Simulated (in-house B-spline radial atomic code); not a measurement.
## The platinum ion Pt⁺: [He] 2s2 (2p1/2)2 (2p3/2)3 3s2 3p6 3d10 4s2 4p6 4d10 4f14 5s2 5p6 5d9 6s1 (with a hole in an inner shell)

Level of theory: Dirac-Hartree-Fock, average of the jj configuration, Fermi nucleus of rms radius 5.427 fm; calculated with a radial B-spline atomic code at the basis-set limit.

Z_r = [3n² - l(l+1)]/(2<r>); Z_e = n√(-2ε); the last column is Slater's effective charge. Values are occupation-weighted means over j. An effective charge above Z reflects the relativistic contraction of the inner shells.

| shell | electrons | ε (eV) | <r> (bohr) | Z_r | Z_e | Slater |
| --- | --- | --- | --- | --- | --- | --- |
| 1s | 2 | -79257 | 0.01714 | 87.50 | 76.32 | 77.70 |
| 2s | 2 | -14210 | 0.0714 | 84.03 | 64.63 | 74.20 |
| 2p | 5 | -12601 | 0.06402 | 78.10 | 60.87 | 74.20 |
| 3s | 2 | -3444.3 | 0.1847 | 73.09 | 47.73 | 67.60 |
| 3p | 6 | -2915.7 | 0.1849 | 67.61 | 43.92 | 67.60 |
| 3d | 10 | -2297.3 | 0.1681 | 62.45 | 38.98 | 57.85 |
| 4s | 2 | -792.4 | 0.4103 | 58.49 | 30.53 | 51.25 |
| 4p | 6 | -612.58 | 0.4337 | 53.03 | 26.84 | 51.25 |
| 4d | 10 | -378.38 | 0.4583 | 45.82 | 21.09 | 39.85 |
| 5s | 2 | -137.23 | 0.9489 | 39.52 | 15.88 | 21.35 |
| 4f | 14 | -116.98 | 0.494 | 36.43 | 11.73 | 28.45 |
| 5p | 6 | -86.219 | 1.083 | 33.71 | 12.59 | 21.35 |
| 5d | 9 | -23.995 | 1.505 | 22.92 | 6.64 | 8.20 |
| 6s | 1 | -16.648 | 2.711 | 19.92 | 6.64 | 4.55 |

The least bound orbital is 6s1/2 at -16.65 eV, and it is also the most diffuse (<r> = 2.711 bohr). The part-filled 2p shell lies below the filled 5p shell in orbital energy.

For the 1s electron the small component carries 8.75 % of the norm, the zero-frequency Breit interaction raises the level by 284.7 eV, self-energy by 184.7 eV, and vacuum polarisation lowers it by 37.1 eV.
